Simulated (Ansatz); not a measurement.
Species: CsBr, charge 1, doublet. CsBr+ (parent SMILES [Br][Cs], doublet).
B3LYP-D3(BJ)/def2-TZVP minimum from Ansatz (a first-principles code):
```xyz
2

Cs     0.0000     0.0000    -1.5281
Br     0.0000     0.0000     2.4014
```
Charge +1, spin multiplicity 2.

Total energies in def2-QZVPP, 7 correlated electrons, 18 frozen orbitals. UHF or UKS for unpaired electrons; spin-orbit terms are left out. Cores are frozen in correlated methods (noble-gas shells, and filled d and f shells in the p block). Past Kr the def2 sets carry scalar-relativistic core potentials. Spin-orbit terms, left out, reach several kcal/mol for Br and I, and more for heavier atoms. The spin of BrCs+ (parent SMILES [Br][Cs], doublet) was assumed, and the state is the lowest solution found for it.

```
method    program  energy (Eh)  minus CCSDT(Q) (mEh)
--------  -------  -----------  --------------------
HF         Ansatz  -2592.17873                174.81
MP2        Ansatz  -2592.32822                 25.32
CCSD       Ansatz  -2592.34701                  6.53
CCSD(T)    Ansatz  -2592.35278                  0.76
CCSDT(Q)   Ansatz  -2592.35354                  0.00
```

Rough core times of Ansatz's runs on a shared machine: CCSD(T) 2 min, CCSDT(Q) 20 min.
